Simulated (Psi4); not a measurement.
dimethyl telluride (C₂H₆Te), singlet, at a GFN2-xTB geometry (all electrons, no relativity). Base run: Psi4 1.11 with PBE/3-21G.

Psi4 was given this input:
```
memory 2 GB

molecule mol {
0 1
  C     1.514040   -0.618147    0.973610
  Te    0.016371    0.196487   -0.354009
  C    -1.602055   -0.438292    0.929332
  H     1.380117   -1.687451    1.076459
  H     2.488665   -0.418553    0.549943
  H     1.443433   -0.149270    1.946781
  H    -1.594990   -1.515734    1.034184
  H    -2.534860   -0.128604    0.478562
  H    -1.505569    0.020941    1.904878
}

set basis 3-21g
set reference rks
set scf_type pk

energy('pbe')
print_variables()
```

Each row names what was changed in the base input (with any setting that the change needs).

```
change                                            ΔE vs base (eV)  point group used  SCF cycles
------------------------------------------------  ---------------  ----------------  ----------
base                                                         0.00                c1           8
molecule keys = symmetry c1                                  0.00                c1           8
molecule keys = no_reorient                                  0.00                c1           8
jitter_ang = 0.002                                           0.00                c1           8
molecule keys = symmetry c1, no_reorient, no_com             0.00                c1           8
```
